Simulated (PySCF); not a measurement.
[(F)3Hf]2NH (singlet state).
Bonds: Hf1–F2, Hf1–F3, Hf1–F4, Hf1–N5, N5–Hf6, Hf6–F7, Hf6–F8, Hf6–F9. Hydrogens: H10 on N5.

Level of theory: PBE0-D3(BJ)/def2-SVP geometry optimisation, gas phase, def2 core potentials past Kr in PySCF.

(1) Give the optimised bond lengths and angles.

## Answers

(1) 
```
                   bond  length (Å)
Hf1–F2 and 5 like bonds       1.911
         Hf1–N5, N5–Hf6       2.038
                 N5–H10       1.027
```

Bonds in one row agree within 0.01 Å and their mean is given. A selection of angles:
```
     angle  degrees
 F2–Hf1–F3    114.2
 F2–Hf1–F4    111.9
 F2–Hf1–N5    105.0
 F3–Hf1–F4    109.3
 F3–Hf1–N5    107.2
 F4–Hf1–N5    108.9
Hf1–N5–Hf6    131.3
Hf1–N5–H10    114.3
 N5–Hf6–F9    104.2
 F7–Hf6–F9    114.7
H10–N5–Hf6    114.4
```

Torsions: F2–Hf1–N5–Hf6 25° (synperiplanar); Hf1–N5–Hf6–F7 144° (anticlinal).

N5 (nitrogen bonded to 2 Hf and H) is planar (angles 131.3°, 114.4° and 114.3°, sum 360.0°, 0.00 Å off the plane of its three neighbours). All 6 F–Hf bonds measure 1.910 to 1.912 Å. Hf1 (hafnium bonded to 3 F and N) is distorted tetrahedral (angles from 105.0° to 114.2°).

Not checked by PBE0-D3(BJ)/def2-SVP frequencies.

On an Arm Neoverse V1 with one thread, no GPU, on a shared host, this took 6.8 min wall and 0.70 GiB of memory at its peak. That covers the optimisation of the geometry.
